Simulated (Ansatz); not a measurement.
Z-matrix (Å, degrees):
```
Ti
F 1 1.744
F 1 1.744 2 110.3
O 1 1.757 2 109.4 3 -119.8
Br 1 2.349 2 108.4 3 121.0
H 4 0.959 1 140.6 2 -42.6
```

Total charge 0; spin multiplicity 1.

(1) List the r2SCAN/def2-TZVPP orbital energies in eV (Ansatz 0.2.0). (Best estimate.)

Answers

(1) Computed: Occupied: -13122.09, -4858.25, -1695.32, -1526.05, -1526.03, -1526.03, -666.64, -666.55, -540.27, -517.02, -450.38, -450.36, -450.35, -234.97, -175.11, -175.03, -175.03, -68.97, -68.94, -68.94, -68.88, -68.88, -65.39, -41.72, -41.57, -41.35, -30.62, -30.38, -26.61, -19.92, -13.88, -11.92, -11.81, -11.35, -11.29, -11.11, -10.67, -9.64, -9.52, -9.17, -8.04, -7.96. Lowest empty: -3.79, -3.61, -2.96, -2.51, -2.19, -0.22, 1.29, 2.19.
